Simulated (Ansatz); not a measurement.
Input for Ansatz (development build ahead of 0.2.0):

```yaml
crystal:
  periodic: [false, false, false]
  atoms:
    - { symbol: V, position_ang: [0.0, 0.0, 0.0] }
    - { symbol: Cl, position_ang: [1.23553, 1.23553, 1.23553] }
    - { symbol: Cl, position_ang: [1.23553, -1.23553, -1.23553] }
    - { symbol: Cl, position_ang: [-1.23553, 1.23553, -1.23553] }
    - { symbol: Cl, position_ang: [-1.23553, -1.23553, 1.23553] }
basis:
  gaussian: { orbitals: pcseg-2 }
magnetization:
  initial_magnetization: 1
hamiltonian:
  xc: pbe0
```

The input is written out in the form of the current development build from the run's settings.

The run gave:

```
Converged                       : yes
Total energy                    : -2784.29909 hartree
Spin squared of the determinant : 0.750
Stability test                  : minimum among restricted orbitals
```

Caution: other spin multiplicities were not run.
